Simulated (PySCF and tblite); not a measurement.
The numbers below are computed, except where a source is named.
CH8GeOSi, numbered as in [CH3:1][GeH2:2][O:3][SiH3:4].

Level: B3LYP-D3(BJ)/def2-SVP (IEF-PCM, dichloromethane)//GFN2-xTB, thermal terms from GFN2-xTB, symmetry numbers and mirror pairs counted. Conformers within 2.5 kcal/mol (GFN2-xTB free energy) were kept, 6 at most. GIAO shieldings: KT3/pcSseg-1 (IEF-PCM, dichloromethane). Shifts are against TMS (¹H), TMS (¹³C), TMS (²⁹Si) at the same level. Programs: PySCF with density fitting and tblite.

Question: What shifts does this protocol give at 298.15 K under fast conformational exchange?

Answer: ¹H: 5.11 (H2, 2H), 5.05 (H4, 3H), 0.70 (H1, 3H) ppm. ¹³C: 1.1 (C1) ppm. ²⁹Si: -46.0 (Si4) ppm.

Question: How do the conformers differ?

Answer: Torsions listed: C1–Ge2–O3–Si4. Of a mirror pair one member is shown.
```tsv
conformer	shape	weight %
1	60°	73.7
2	180°	26.3
```

```json
{"signal": "H1", "1": "0.70", "2": "0.69", "average": "0.70"}
{"signal": "H2", "1": "5.11", "2": "5.12", "average": "5.11"}
{"signal": "H4", "1": "5.05", "2": "5.07", "average": "5.05"}
{"signal": "C1", "1": "0.9", "2": "1.5", "average": "1.1"}
{"signal": "Si4", "1": "-46.3", "2": "-44.9", "average": "-46.0"}
```

Spin–orbit effects of the heavy atoms on shieldings are missing. Unscaled ²⁹Si shifts at such levels can be off by tens of ppm; differences between conformers or isomers are more reliable. Shifts are unscaled: against experiment ¹³C can be off by 15 ppm or more and ¹H by 0.8 ppm.


Conformer gaps in def2-SVP on xTB geometries can be 2 kcal/mol too large for S=O, P=O and other polar bonds.